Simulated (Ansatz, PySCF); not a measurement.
Process, species as SMILES: O[Si](O)(Br)Br → O[Si](Br)Br + [OH] (HO) (the O-Si bond at the site shown breaks; other sites are not compared here)
Each molecule is optimised on its own at B3LYP-D3(BJ)/def2-TZVP (Ansatz, a program for electronic structure), one conformer each, not searched for the lowest. Frequencies are from Ansatz or PySCF.

Property: bond dissociation energy (enthalpy at 298 K, with B3LYP-D3(BJ) rigid-rotor harmonic-oscillator terms), in kcal/mol. Cores are frozen in the correlated levels unless marked. UHF or UKS for open shells. No spin-orbit coupling. The frozen core is the preceding noble-gas configuration, with the filled d and f shells of earlier blocks. Non-relativistic. CBS marks a two-point X^-3 extrapolation of the correlation energy; Hartree-Fock from the larger set. The bracket is a focal-point correction in the basis named.

```csv
level,program,bond dissociation energy (kcal/mol)
HF/def2-TZVPP,Ansatz,97.5
r2SCAN-D3(BJ)/def2-TZVPD,Ansatz + dftd3,123.1
```

Q: What does RI-MP2/CBS(def2-TZVPP,def2-QZVPP)+[CCSD(T)-MP2]/def2-TZVPP (Ansatz) give?

A: 131.6 kcal/mol, so r2SCAN-D3(BJ)/def2-TZVPD differs from it by -8.5 kcal/mol.
